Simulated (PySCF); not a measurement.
Compound: C4H9OP2 (charge +1).
Geometry (PBE0-D3(BJ)/def2-SVP, Å), atoms numbered from 1 in this order:
```
atom  x, y, z in Å
C1    -1.8405   -1.7014   -0.0177
P2    -1.2462   -0.1510   -0.8197
C3     0.4851   -0.2176   -0.4669
C4     1.7083   -0.1903   -0.3554
P5     3.3920   -0.0774   -0.2162
C6    -1.6881    1.1865    0.4506
O7    -1.0020    2.3601    0.1991
H8    -1.4558   -2.5710   -0.5684
H9    -1.5614   -1.7738    1.0428
H10   -2.9373   -1.7082   -0.1079
H11    3.9627    0.8127   -1.1542
H12    3.8152    0.3779    1.0532
H13    4.0205   -1.3252   -0.4176
H14   -1.4201    0.8256    1.4558
H15   -2.7891    1.2826    0.4115
H16   -1.4626    2.8679   -0.4785
```

The closed-shell ground state was solved at several levels (PySCF, density fitting, gas phase, non-relativistic).

| level | basis functions | HOMO (eV) | LUMO (eV) | gap (eV) |
| --- | --- | --- | --- | --- |
| wB97X-D/def2-SVPD | 223 | -12.37 | -4.21 | 8.16 |
| CAM-B3LYP/pcSseg-1 | 178 | -11.83 | -4.80 | 7.03 |

Problem. Estimate the row for PBE0/pcSseg-1, a basis of 178 functions; the other rows only guide the guess.

Solution. HOMO -10.64 eV, LUMO -5.92 eV, gap 4.72 eV.

Problem. Over all these levels, which gives the widest orbital gap and which the narrowest?

Solution. wB97X-D/def2-SVPD (range-separated hybrid) has the widest, 8.16 eV, and PBE0/pcSseg-1 (global hybrid, 25 % exact exchange) the narrowest, 4.72 eV. Functional and basis both differ between the two, so the spread mixes both effects.

One conformer stands for the species.
